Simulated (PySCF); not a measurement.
SnBrI, SMILES [Br][Sn][I] (connectivity only; charge and spin as stated), neutral, multiplicity 1.

The structure is a stationary point at B3LYP-D3(BJ)/def2-SVP. The def2 effective core potentials stand for the cores of I, Sn; spin–orbit coupling is left out.

Computed with TDDFT-M06-2X/def2-SVPD run with PySCF.

Vertical excitations.  State labels are in the subgroup Cs.

Computed excitation energies, oscillator strengths and character:
| state | symmetry | energy (eV) | λ (nm) | f | main pairs |
|---|---|---|---|---|---|
| S1 | A" | 3.17 | 391 | 0.013 | HOMO→LUMO 91 % |
| S2 | A" | 3.56 | 348 | 0.001 | HOMO−1→LUMO 91 % |
| S3 | A' | 4.08 | 304 | 0.021 | HOMO−2→LUMO 92 % |
| S4 | A" | 4.63 | 268 | 0.006 | HOMO−4→LUMO 98 % |
| S5 | A' | 4.91 | 253 | 0.015 | HOMO−3→LUMO 62 %, HOMO→LUMO+1 33 % |
| S6 | A' | 5.05 | 246 | 0.026 | HOMO→LUMO+1 35 %, HOMO−1→LUMO+1 28 %, HOMO−3→LUMO 20 %, HOMO→LUMO+2 12 % |
| S7 | A" | 5.18 | 239 | 0.000 | HOMO−5→LUMO 83 %, HOMO−2→LUMO+1 14 % |
| S8 | A" | 5.28 | 235 | 0.004 | HOMO−2→LUMO+1 81 %, HOMO−5→LUMO 15 % |
| S9 | A' | 5.34 | 232 | 0.130 | HOMO→LUMO+2 34 %, HOMO→LUMO+1 24 %, HOMO−1→LUMO+1 23 %, HOMO−3→LUMO 12 % |
| S10 | A' | 5.65 | 220 | 0.132 | HOMO−1→LUMO+2 80 % |
| T1 | A" | 2.13 | 582 | 0 | HOMO→LUMO 72 %, HOMO−1→LUMO 17 % |
| T2 | A" | 3.48 | 357 | 0 | HOMO−1→LUMO 79 %, HOMO→LUMO 20 % |
| T3 | A' | 3.56 | 348 | 0 | HOMO−2→LUMO 97 % |
| T4 | A' | 4.07 | 305 | 0 | HOMO→LUMO+1 36 %, HOMO→LUMO+2 35 %, HOMO−1→LUMO+1 7 %, HOMO−1→LUMO+2 7 % |
Triplets are in the Tamm–Dancoff approximation, which puts them higher than full response would, so one can lie above its singlet here.
